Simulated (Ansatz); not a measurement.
Ansatz (an electronic-structure program) input (SVWN5/def2-TZVPD):

Ansatz 0.2 input:
```yaml
crystal:
  periodic: [false, false, false]
  atoms:
    - {symbol: In, position_ang: [0.00000000, 0.00000000, 0.00000000]}
    - {symbol: H, position_ang: [-0.23650713, 1.71418231, -0.02512236]}
    - {symbol: H, position_ang: [-1.36627960, -1.06155549, 0.03698309]}
    - {symbol: H, position_ang: [1.60278673, -0.65262682, -0.01186073]}
basis:
  gaussian:
    orbitals: def2-TZVPD
hamiltonian:
  xc: {name: SVWN5}
magnetization: {spin_polarized: true, initial_magnetization: 2}
```

End of the output:

```
integrals: 0.02 GiB planned
584 factors; their error is unknown
0.07 GiB of the device are held for the grids
0.31 GiB of device memory are held for the factors and their scratch space
mean field: 0.38 GiB planned
mean field evaluation 1: about -5206.9458 eV, gradient 1.4e1 eV
mean field evaluation 2: about -5204.6438 eV, gradient 2.2e1 eV
mean field evaluation 4: about -5207.1253 eV, gradient 8.8e0 eV
mean field evaluation 8: about -5207.3578 eV, gradient 7.2e0 eV
mean field evaluation 16: about -5207.8195 eV, gradient 2.2e-5 eV
mean field evaluation 32: about -5207.7940 eV, gradient 2.2e-2 eV
mean field evaluation 64: about -5207.8194 eV, gradient 1.9e-2 eV
mean field evaluation 96: about -5204.0907 eV, gradient 8.6e0 eV
mean field -5207.81948381 eV, -191.3838360432 hartree, gradient 5.6e-6 eV, S^2 2.002257; 12 other end points of the search recorded, 0 dependent functions left out
reference -5207.81953213 eV, -191.3838378189 hartree; 13, 11 occupied and 70, 72 virtual orbitals, 584 factors
Total energy: -5207.81953213 eV, -191.3838378189 hartree
```

This state (charge 0, triplet) is run at the relaxed geometry of the species with charge 0 and multiplicity 1, and is a spin state other than that species' own.
